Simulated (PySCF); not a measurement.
## Hg⁷⁵⁺: ionisation energy

Hg⁷⁵⁺ [He] 2s2 2p1 [2p1/2^1, M_J = 1/2] → Hg⁷⁶⁺ [He] 2s2, as a difference of total energies. Computed with PySCF 2.14 in an even-tempered Gaussian basis (16 s from 65 bohr⁻², ratio 2.4; 13 p from 85 bohr⁻², ratio 2.4; 5 d from 270 bohr⁻², ratio 2.6; 4 f from 410 bohr⁻², ratio 2.6), with the two-component X2C-1e Hamiltonian. Correlated levels: nothing frozen; the 28 highest virtual spinors dropped. "Screened" scales the spin-orbit matrix elements by Boettger's factors to mimic the two-electron term; Breit and QED terms are absent.

```json
{"method": "GHF (spin-free)", "ionisation energy (eV)": "21082.6"}
{"method": "GMP2 (spin-free)", "ionisation energy (eV)": "21082.6"}
{"method": "GHF (screened spin-orbit)", "ionisation energy (eV)": "22611.0"}
{"method": "GMP2 (screened spin-orbit)", "ionisation energy (eV)": "22608.3"}
```

How much does correlation contribute at GMP2 (screened spin-orbit)?

22608.3 − (22611.0) = -2.7 eV, measured against GHF (screened spin-orbit).

For this ion Breit and QED terms and the two-electron picture change, all absent here, outweigh the correlation shift from GHF to GMP2.

The spin-free rows lack the spin-orbit shift.

For comparison: 22580 ± 100 eV (theoretical estimate listed by NIST; NIST Atomic Spectra Database, ionization energies).
